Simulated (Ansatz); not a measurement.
Consider the substitution at a C–O bond: `C[O][Al]([OH])[Cl]` + `C1NCS1` → `CN1CSC1` + `[OH][Al]([OH])[Cl]`.

Calculated with Ansatz (gas phase, PBE0-D4/def2-TZVP geometries, no zero-point term in ΔE). CCSD(T)/CBS adds triple-zeta CCSD(T) − MP2 to the extrapolated MP2 energy (def2 sets, frozen cores). This one scheme is used for every species. Functionals use def2-TZVPP. B3LYP here is the variant with VWN-RPA as its local correlation; programs differ in this. One conformer a species, not always the lowest.

| level | ΔE (kcal/mol) | difference from CCSD(T)/CBS |
| --- | --- | --- |
| PBE-D4 | -11.5 | 0.5 |
| r2SCAN-D4 | -11.5 | 0.5 |
| PBE0-D4 | -11.3 | 0.7 |
| B3LYP-D4 | -10.4 | 1.6 |
| ωB97X-V | -10.6 | 1.4 |
| B2PLYP | -10.8 | 1.2 |
| PBE | -10.9 | 1.1 |
| r2SCAN | -11.3 | 0.7 |
| PBE0 | -10.8 | 1.2 |
| HF/def2-TZVPP | -8.0 | 4.0 |
| MP2/def2-TZVPP | -13.4 | -1.4 |
| CCSD/def2-TZVPP | -11.2 | 0.8 |
| CCSD(T)/def2-TZVPP | -11.8 | 0.2 |
| HF/def2-QZVPP | -8.0 | 4.0 |
| MP2/def2-QZVPP | -13.5 | -1.5 |
| MP2/CBS(def2) | -13.6 | -1.6 |
| CCSD(T)/CBS | -12.0 | 0 |

Largest T1 diagnostic among the species: 0.011.

The D4 term adds −0.9 kcal/mol with B3LYP and −0.5 kcal/mol with PBE0; it sums over pairs of atoms, weighted by their polarisabilities, and B3LYP, whose exchange is more repulsive, gets the larger term. In def2-TZVPP, CCSD(T) changes the Hartree–Fock value by −3.8 kcal/mol (the triples alone add −0.6 kcal/mol) and MP2 by −5.4 kcal/mol.
